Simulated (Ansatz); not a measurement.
**Question.** Name a neutral molecule of In, N, Si and H with HOMO energy (B3LYP/def2-TZVPP) between -6.45 and -6.15 eV and HOMO–LUMO gap (ωB97M-V/def2-TZVPP) between 9.10 and 9.40 eV (Ansatz, PBE0-D4/def2-TZVP geometry).

**Answer.** `N[SiH2][NH][InH2]` (-6.30 eV, 9.33 eV). Other molecules can fit too; these were computed, each in one conformer that needn't be the lowest.

B3LYP here is the variant with VWN-RPA as its local correlation; programs differ in this.
